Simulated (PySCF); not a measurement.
C₃H₉S, charge +1. Atoms are numbered in the order given.

```xyz
13

C     -1.4151    -0.8170    -0.2657
S      0.0000     0.0000     0.5219
C      0.0000     1.6340    -0.2657
C      1.4151    -0.8170    -0.2657
H     -1.3258    -0.7655    -1.3595
H     -2.3208    -0.3035     0.0853
H     -1.4233    -1.8581     0.0853
H      0.0000     1.5309    -1.3595
H      0.8975     2.1617     0.0853
H     -0.8975     2.1617     0.0853
H      1.3258    -0.7655    -1.3595
H      2.3208    -0.3035     0.0853
H      1.4233    -1.8581     0.0853
```
Charge +1, spin multiplicity 1.

Coordinates come from a B3LYP-D3(BJ)/def2-SVP optimisation.

These are PySCF with PBE0/pcSseg-1 values and carry that method's errors.

GIAO shieldings, no solvent; atoms alike by connectivity are averaged. δ = σ(ref) − σ: ¹³C against TMS (σ = 186.3 ppm); ³³S against H2S (σ = 716.7 ppm); ¹H against TMS (σ = 31.56 ppm), references at their B3LYP-D3(BJ)/def2-TZVP geometries, non-relativistic.

```tsv
nucleus	atoms	count	δ (ppm)
¹³C	C1, C3, C4	3	34.0
³³S	S2	1	264.6
¹H	H5, H6, H7, H8, H9, H10, H11, H12, H13	9	3.15
```
